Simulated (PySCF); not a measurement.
## NMR problem set

[PySCF 2.14: structure optimised with GFN2-xTB; NMR shieldings at PBE0/pcSseg-1/GIAO; in vacuum; non-relativistic Hamiltonian; equivalent nuclei averaged; single conformer]

Chemical shifts δ = σref − σ; 1H (31.72 ppm) and 13C (186.93 ppm) against TMS, all at this level. Where no couplings were computed, multiplicities follow the n + 1 count of equivalent neighbours, and m marks all less simple cases (inequivalent or close neighbours, rings, F or P nearby). Shifts are as computed. Against solution values, carbons near 30 ppm lie about +3 ppm off and those near 130 ppm about +5 ppm. Of 1309 compounds with measured shifts, 239 miss one by over three times the rms of a fit or turn the order of signals round; such compounds aren't used in these exercises.

(1) C$_{6}$H$_{12}$OSi$_{2}$. 1H NMR (300 MHz, computed): δ 6.79 (q, 1H), 4.28 (s, 3H), 4.24 (d, 3H), 3.19 (m, 2H), 3.12 (m, 1H), 2.96 (m, 2H). 13C{1H} NMR (computed): δ 209.0 (C), 171.4 (C), 141.5 (CH), 53.2 (CH2), 36.7 (CH). Give a structure.

(2) C$_{7}$H$_{10}$O$_{2}$Si. 1H NMR (600 MHz, computed): δ 10.10 (s, 1H), 7.28 (t, 1H), 7.11 (s, 1H), 5.04 (s, 3H), 4.84 (s, 2H), 3.43 (m, 2H). 13C{1H} NMR (computed): δ 188.3 (CH), 157.6 (C), 154.0 (C), 152.0 (CH), 146.8 (CH), 67.4 (CH2), 42.3 (CH2). Give a structure.

(3) C$_{7}$H$_{10}$O$_{2}$Si. 1H NMR (600 MHz, computed): δ 6.59 (m, 1H), 6.37 (m, 1H), 6.32 (m, 1H), 3.94 (m, 3H), 3.90 (m, 1H), 3.65 (s, 3H). 13C{1H} NMR (computed): δ 195.6 (C), 146.1 (CH2), 124.3 (CH), 100.5 (C), 94.7 (C), 86.9 (CH), 62.5 (CH3). What is it?

(4) C$_{6}$H$_{12}$OSi$_{2}$. 1H NMR (500 MHz, computed): δ 7.21 (d, 1H), 5.13 (t, 1H), 5.04 (m, 1H), 4.22 (m, 2H), 4.20 (m, 2H), 2.25 (q, 2H), 1.36 (t, 3H). 13C{1H} NMR (computed): δ 179.4 (C), 161.9 (CH), 98.0 (CH), 96.2 (CH), 41.5 (CH2), 18.8 (CH3). Identify the compound.

Results:

(1) `InChI=1S/C6H12OSi2/c7-5-1-4(2-5)6(9)3-8/h3-4H,1-2H2,8-9H3/b6-3-`. Rings plus π bonds: 3 (1 ring in the answer). 5 carbon signals for 6 carbons: some carbons are equivalent by symmetry or fast rotation. Carbon types of the structure: 2 × C, 2 × CH, 2 × CH2, leaving 6 H on heteroatoms. δC 209.0: ketone carbonyl carbon; low-lying n→π* states of the double bond to the heteroatom give a large paramagnetic term (-279 ppm). δC 171.4: fully substituted alkene carbon. δC 141.5: alkene CH; the olefinic region. δC 53.2: sp3 CH2 α to a carbonyl; α to the electron-withdrawing carbonyl group.

The data come from this structure; uniqueness wasn't tested.

(2) `O=CC1=CC(CO[SiH3])=CC1`. Rings plus π bonds: 4 (1 ring in the answer). 7 carbon signals for 7 carbons: no two carbons are equivalent. Carbon types of the structure: 2 × C, 3 × CH, 2 × CH2, leaving 3 H on heteroatoms. δC 188.3: aldehyde carbonyl carbon; the double bond to the heteroatom, with no lone-pair donor beside it, deshields it most. δC 157.6: α carbon of a C=C–C=O unit; an sp2 carbon of a C=C bond. δC 146.8: alkene CH; the olefinic region. δC 67.4: allylic sp3 CH2 bonded to O; pulled downfield by the heteroatom.

The shifts were computed for this structure.

(3) `CO[C@@H](C(C#CC=C)=O)[SiH3]`. Rings plus π bonds: 4 (no ring in the answer). 7 carbon signals for 7 carbons: no two carbons are equivalent. Carbon types of the structure: 3 × C, 2 × CH, 1 × CH2, 1 × CH3, leaving 3 H on heteroatoms. δC 146.1: terminal =CH2 carbon; as expected for a trigonal carbon in a double bond. δC 100.5, 94.7: alkyne carbon; sp carbons lie upfield of alkene carbons because the cylindrical π system leaves one tensor component strongly shielded. δC 86.9: sp3 CH bonded to O and Si, α to a carbonyl; pulled downfield by the heteroatom. δC 62.5: methyl carbon bonded to O; deshielded by the electronegative neighbour.

This is the structure that produced the data.

(4) `CCC1=C[SiH2][SiH2]C=CO1`. Rings plus π bonds: 3 (1 ring in the answer). 6 carbon signals for 6 carbons: no two carbons are equivalent. Carbon types of the structure: 1 × C, 3 × CH, 1 × CH2, 1 × CH3, leaving 4 H on heteroatoms. δC 179.4, 161.9: alkene carbon bearing oxygen; an sp2 carbon further deshielded by the attached heteroatom. δC 98.0, 96.2: β carbon of an enol-ether or enamine type C=C; the O or N lone pair pushes π density onto this β carbon and shields it. δH 5.13, 5.04: hydrogen on a β carbon of an enol-ether or enamine type C=C. δH 2.25: hydrogen on an allylic sp3 CH2; allylic position.

The data come from this structure; uniqueness wasn't tested.
